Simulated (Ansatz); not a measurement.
C2H4AlN, SMILES `C#[C][AlH][NH2]`. Total charge 0; spin multiplicity 1.

```xyz
8

C     0.628    0.760   -2.304
C     0.107    0.334   -1.299
Al   -0.746   -0.345    0.267
N     0.179   -0.330    1.765
H     1.088    1.136   -3.191
H    -2.219   -0.906    0.256
H     1.123    0.011    1.852
H    -0.160   -0.660    2.654
```

Problem. What are the harmonic wavenumbers in cm⁻¹ at PBE0-D4/def2-TZVP (Ansatz, finite differences of forces, unscaled)? (An estimate is asked.)

Solution. Ansatz gave: 122, 186, 284, 400, 429, 527, 558, 596, 723, 738, 740, 844, 1566, 1967, 2129, 3458, 3610, 3702.

Problem. Is this a minimum?

Solution. Yes, all 18 modes are real.

Problem. Give the ideal-gas thermochemistry at 298.15 K and 1 bar (rigid rotor, harmonic oscillator; point group Cs, symmetry number 1).

Solution. Zero-point energy 135.0 kJ/mol; H(298) − E = 153.4 kJ/mol; entropy 313.6 J/(mol·K), of which translation 161.7, rotation 104.9, vibration 47.0; G(298) − E = 59.9 kJ/mol.

Problem. And at 400, 500, 600, 800 and 1000 K?

Solution. 
| T (K) | H − E (kJ/mol) | S (J/mol/K) | G − E (kJ/mol) |
| --- | --- | --- | --- |
| 400 | 163.9 | 343.6 | 26.4 |
| 500 | 175.3 | 369.0 | -9.2 |
| 600 | 187.5 | 391.3 | -47.3 |
| 800 | 213.9 | 429.2 | -129.5 |
| 1000 | 242.3 | 460.8 | -218.6 |
